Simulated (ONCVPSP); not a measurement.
Building the ONCV potential for Si (LDA (Perdew-Wang 92), scalar-relativistic).

```json
{
  "Element": "Si (Z = 14)",
  "Generator": "ONCVPSP 4.0.1",
  "Type": "optimised norm-conserving Vanderbilt (ONCV)",
  "Functional": "LDA (Perdew-Wang 92)",
  "Relativity": "scalar-relativistic",
  "Frozen core": "[Ne]",
  "Valence charge": "4",
  "Reference configuration": "3s2 3p2",
  "Partial waves": "3s: rc 1.90 bohr, ncon 3, nbas 7, qcut 4.1 1/bohr, 3 projectors, debl 2.8 Ha; 3p: rc 1.90 bohr, ncon 3, nbas 6, qcut 3.6 1/bohr, 2 projectors, debl 1.3 Ha; d scattering state at 0.23 Ha: rc 1.80 bohr, ncon 4, nbas 8, qcut 4.8 1/bohr, 2 projectors, debl 1.6 Ha",
  "Local potential": "polynomial inside 1.75 bohr (lpopt 1, dvloc0 0 Ha)",
  "Core correction": "none"
}
```

Calculated quality:

```
Cutoffs needed           : 6.7 Ha and 10 Ha (the cutoffs (Ha) at which the residual kinetic energy of the hardest occupied pseudo-wave falls to 1 and 0.1 mHa per electron) The cutoffs count occupied waves only; projector 3 of the s channel, the hardest unoccupied one, needs 22 Ha at the loose tolerance.
Ghost test               : no bound ghost flagged; GHOST(+) flagged for s at 262.0 eV
Largest excitation error : +212 meV (all-electron minus pseudo) for 3s1 3p0, out of 4 test configurations
```

Generation and tests took about 3.2 s on one core of a shared server CPU.
